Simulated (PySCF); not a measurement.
# [TcO2]-: breathing scan

Level of theory: UPBE0 in PySCF with Tc def2-SVPD with ECP28, O def2-SVPD; scalar-relativistic core potentials, no spin–orbit coupling; density-fitted integrals.

Rigid scan from the triplet minimum (Tc–O 1.720 Å (×2); O–Tc–O 144.7°). Coordinate: all bonds to the central atom scaled together. Energies in kJ/mol from the minimum.

Q: Predict the curve at 0.88, 0.92, 0.96, 1.00, 1.04, 1.08, 1.14, 1.22, 1.35.

A: 
```csv
scale of all bonds to the centre,E (kJ/mol),"dipole size (D, about the centre of mass)",⟨S²⟩
0.88,300.7,0.77,2.01
0.92,117.1,0.22,2.01
0.96,25.7,0.30,2.01
1.00,0.0,0.79,2.02
1.04,19.9,1.23,2.03
1.08,70.4,1.64,2.04
1.14,179.6,2.18,2.10
1.22,347.3,2.72,2.38
1.35,586.2,3.31,3.18
```

Spin contamination is strong at 1.22, 1.35, so these points are less reliable.

Other spin states or occupations of the open shell can lie lower.

Other isomers or separated fragments may lie lower.

The scan took of the order of 90 core-seconds on a shared host.
